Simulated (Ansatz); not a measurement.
AlH$_{3}$Zn$_{2}$ (`[AlH2][Zn][ZnH]`), relaxed with RKS PBE0-D4/def2-TZVP in Ansatz from a GFN2-xTB geometry. The force threshold is 0.005 eV/Å; the program also tests the step.

Charge 0, multiplicity 1.

Start:

```xyz
6

Al   -1.288    1.582   -0.262
Zn    0.273   -0.239    0.725
Zn    1.683   -2.247    0.342
H    -1.437    1.403   -1.841
H    -2.107    2.844    0.210
H     2.877   -3.344    0.826
```

(1) By how much does the energy fall, and how many steps does the optimiser take? (Best estimate.)

(2) Which bonds change most? (Estimate.)

(3) Give the relaxed structure. (Estimate.)

## Answers

(1) Ansatz gave: 9.65 kcal/mol, in 8 steps, 1 of them rejected.

(2) The calculation gave: Zn3–H6 from 1.692 to 1.581 Å; Al1–Zn2 from 2.593 to 2.551 Å; Al1–H5 from 1.577 to 1.601 Å; Zn2–Zn3 from 2.483 to 2.473 Å.

(3) Computed: 
```xyz
6

Al   -1.293    1.544   -0.489
Zn    0.299   -0.357    0.111
Zn    1.842   -2.199    0.696
H    -1.815    1.809   -1.980
H    -1.861    2.579    0.592
H     2.827   -3.376    1.070
```
